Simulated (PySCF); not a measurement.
# Two-component Hartree-Fock for Ti+ (titanium, charge +1)

Start: [Ar] 3d1 4s1 4p1; 3d5/2 filled at m_j = +5/2; 4s1/2 filled at m_j = +1/2; 4p3/2 filled at m_j = +3/2. Calculated with PySCF 2.14 in x2c-TZVPall-2c with one added diffuse shell each of s, p, d type (7s8p5d1f, 63 functions): generalised Hartree-Fock with the X2C-1e Hamiltonian and a Gaussian nucleus; one run each with spin-orbit coupling (SO) switched off, then screened by Boettger's factors. This is a chosen level, not necessarily the ground level.

```tsv
spinor shell	electrons	ε, spin-free (eV)	ε, screened SO (eV)	weight of nominal j (screened SO)	rms radius, screened SO (bohr)
1s1/2	2	-5032.7	-5032.7	1.000	0.0804
2s1/2	2	-604.98	-605.00	1.000	0.350
2p1/2	2	-500.58	-504.45	0.996	0.318
2p3/2	4	-500.58	-498.71	0.998	0.321
3s1/2	2	-93.695	-93.712	1.000	1.06
3p3/2	4	-63.050	-63.434	0.873	1.15
3p1/2	2	-63.050	-62.338	0.745	1.15
3d5/2	1	-25.234	-25.223	1.000	1.50
4s1/2	1	-16.311	-16.315	0.994	3.25
4p3/2	1	-11.680	-11.661	1.000	3.79
```

```
   quantity   spin-free  screened SO
E (hartree)  -852.30820   -852.31326
        M_J         9/2          9/2
       ⟨J²⟩      24.794       24.794
       ⟨L²⟩      12.043       12.042
       ⟨S²⟩       3.751        3.751
```

Each row is a mean over spinors that exchange with the open shell spreads, by up to 5.823 eV (3p3/2).

Rows whose weight is well below 1 are mixtures of j = l ± 1/2: exchange outweighs spin-orbit coupling there, and the label is only the starting occupation.

Without spin-orbit coupling the j labels of p, d and f shells carry no meaning; the spin-free column gives the mean over the occupied spinors of each nl shell.
